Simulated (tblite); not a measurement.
Give a GFN2-xTB geometry of `N#C[C+]1[CH][C@@H]2C=C(F)[C@H]12` [radical]. (Charge +1 and doublet state.)

Z-matrix in Å and degrees, rows numbered from 1:
```
N 
C   1  1.1465
C   2  1.3946  1  174.42
C   3  1.3652  2  134.91  1   120.08
C   4  1.5101  3   93.19  2   175.61
C   5  1.5052  4  102.45  3    90.69
C   6  1.3668  5   91.89  4   -88.55
F   7  1.2895  6  134.37  5  -179.40
C   7  1.5072  6   95.54  5     2.16
H   4  1.0756  3  134.73  2    -5.45
H   5  1.0813  4  121.60  3  -127.92
H   6  1.0754  5  132.31  4    87.58
H   9  1.0836  3  120.90  2   -44.02
```

The 4-membered ring C5–C6–C7–C9 has internal angles of 84.6° to 95.5°; it is almost planar, 0.01 Å rms from its mean plane, widest ring torsion 2°. C4 (carbon bonded to 2 C and H) is planar (angles 134.7°, 132.1° and 93.2°, sum 360.0°, 0.01 Å off the plane of its three neighbours). C3 (carbon bonded to 3 C) is planar (angles 134.9°, 130.9° and 94.2°, sum 360.0°, 0.01 Å off the plane of its three neighbours). The C–C distances run from 1.365 Å (C3–C4, drawn single) to 1.563 Å (C5–C9, drawn single), a spread of 0.198 Å.

Computed geometry: GFN2-xTB, gas phase. This method treats the open shell by occupation alone, without spin polarisation.

Point group: C1 (no symmetry element, even within 0.4 Å). Its GFN2-xTB frequencies are all real (lowest 78 cm⁻¹).
